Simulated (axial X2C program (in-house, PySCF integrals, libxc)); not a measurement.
## YbSe⁺: the levels of the configuration f13 s0

Calculated with an in-house all-electron X2C program for linear molecules (integrals from PySCF): two-component X2C with atomic mean-field Coulomb and Gaunt terms, basis Yb dyall-v3z, Se dyall-v3z (cores contracted in-house). Orbitals come from Hartree–Fock averaged over the configuration Yb f13 s0; CI then distributes these electrons over the f, s shells of Yb.

R = 2.353 Å (near the minimum of the configuration average).

Lowest levels of this model:

```tsv
Ω	energy (cm⁻¹)	g∥	configuration
1/2	0	1.14	100% f13
3/2	142	3.46	100% f13
5/2	506	5.74	100% f13
7/2	971	8.00	100% f13
1/2	10077	0.86	100% f13
3/2	10357	2.54	100% f13
5/2	10909	4.26	100% f13
```

g∥ is the magnitude of 2⟨Lz + ge Sz⟩ for the +Ω component.

Q: From Ω and g∥ of the lowest level, whose 2⟨Lz + ge Sz⟩ is positive, find ⟨Sz⟩ and ⟨Lz⟩ (ge = 2.0023).

A: Ω = ⟨Lz⟩ + ⟨Sz⟩ = 1/2 and ⟨Lz⟩ + ge⟨Sz⟩ = 0.570, so ⟨Sz⟩ = 0.07 and ⟨Lz⟩ = 0.43.

Occupations of the active spinors in the lowest level by ω, shell by shell in order of energy: -7/2: 1.00; -5/2: 1.00 1.00; -3/2: 1.00 1.00; -1/2: 1.00 0.00 0.00; 1/2: 1.00 1.00 0.00; 3/2: 1.00 1.00; 5/2: 1.00 1.00; 7/2: 1.00. The leading determinant has weight 1.00 among 67.

This point took 2.1 s on 1 thread of Arm Neoverse V2 (shared host).

Dynamic correlation is missing, so gaps between terms are too wide and other configurations may lie lower; the lowest level listed is that of this model, not necessarily the ground state. At most 4 roots were kept for each Ω > 0 (twice that for Ω = 0) within 2.2 eV of the lowest, so higher up levels can be missing between those listed; levels with Ω > 0 are doubly degenerate and listed once, Ω = 0 levels singly. States that fill the shells left empty in the average are placed too high.
